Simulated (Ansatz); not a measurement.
Ansatz results at the PBE0-D4/def2-TZVP geometry: HOMO–LUMO gap (PBE0/def2-TZVPP) 5.47 eV; HOMO–LUMO gap (ωB97M-V/def2-TZVPP) 9.29 eV; LUMO energy (B3LYP/def2-TZVPP) -0.76 eV.

Each molecule was computed in one conformer, which needn't be the lowest.

Which molecule gave them?
A. `C[SiH2][Te]C`
B. `CC(C)(C)[Te][Si](Cl)(Cl)Cl`
C. `[GeH3][TeH]`
D. `CC[SiH2][TeH]`

A. The others give `[GeH3][TeH]`: 5.56, 9.40, -1.15; `CC[SiH2][TeH]`: 5.94, 9.81, -0.69; `CC(C)(C)[Te][Si](Cl)(Cl)Cl`: 5.26, 9.19, -1.47.

B3LYP here is the variant with VWN-RPA as its local correlation; programs differ in this.
